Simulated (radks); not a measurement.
The numbers below are computed, except where a source is named.
Task: Excited configurations of F III: one electron is placed in a higher orbital outside [He] 2s2 2p2. The ground configuration is [He] 2s2 2p3. Code: a radial shooting solver on a logarithmic mesh with Libxc functionals. Model: Dirac Kohn-Sham, LDA (Slater exchange, Perdew-Wang correlation), spin-unpolarised, spherical densities, finite nucleus; open shells are shared between the two j in proportion to 2j + 1; Fermi nuclear charge, rms radius 2.8976 fm. Excitation = E - E(ground); binding = E(ion) - E, where the ion is the core of charge +3; n* = 3/sqrt(2 binding) in atomic units, and the quantum defect is n - n*. Eigenvalue and <r> are those of j = l + 1/2.

| outer orbital | excitation (eV) | binding (eV) | n* | quantum defect | eigenvalue (eV) | <r> (bohr) |
|---|---|---|---|---|---|---|
| 4d | 52.332 | 8.408 | 3.816 | 0.184 | -6.983 | 6.376 |
| 4f | 53.099 | 7.642 | 4.003 | -0.003 | -6.173 | 5.997 |
| 5s | 53.929 | 6.811 | 4.240 | 0.760 | -5.885 | 9.169 |
| 5p | 54.563 | 6.177 | 4.452 | 0.548 | -5.312 | 9.810 |
| 5d | 55.322 | 5.418 | 4.754 | 0.246 | -4.610 | 10.55 |

Estimate the row for 7d.

Result: excitation (eV) 57.967; binding (eV) 2.774; n* 6.644; quantum defect 0.356; eigenvalue (eV) -2.414; <r> (bohr) 21.80. The Delta-SCF ionisation energy is 60.740 eV (NIST Atomic Spectra Database: 62.708 eV, semi-empirical). Self-interaction in the functional shifts the binding energies and quantum defects, so they are the method's values and not measured ones. Spin polarisation and multiplet splitting are left out, so open shells lie too high by an amount that depends on their filling.

Beside tabulated values, note that spin-unpolarised runs miss the spin-polarisation part of the exchange energy of open shells.
